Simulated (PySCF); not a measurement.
# Radial density of Ar⁺ (argon, charge +1)

UHF, [Ne] 3s2 3p5, 2P determinant. All numbers are calculated (PySCF 2.14, no relativity, point nucleus, in cc-pV(T+d)Z (5s4p3d1f, 39 functions)).

| r (bohr) | 4πr²ρ (e/bohr) | 4πr²(ρα − ρβ) |
| --- | --- | --- |
| 0.00174 | 0.1366 | 0.0000 |
| 0.00292 | 0.3705 | 0.0000 |
| 0.00491 | 0.9756 | 0.0001 |
| 0.00826 | 2.448 | 0.0001 |
| 0.0139 | 5.657 | 0.0004 |
| 0.0234 | 11.40 | 0.0011 |
| 0.0393 | 18.34 | 0.0044 |
| 0.0661 | 20.66 | 0.0194 |
| 0.111 | 15.72 | 0.0712 |
| 0.187 | 16.40 | 0.1582 |
| 0.315 | 20.95 | 0.1209 |
| 0.529 | 9.696 | 0.0063 |
| 0.890 | 4.526 | 0.4997 |
| 1.50 | 4.746 | 0.6909 |
| 2.52 | 0.9666 | 0.1380 |
| 4.24 | 0.03095 | 0.0033 |
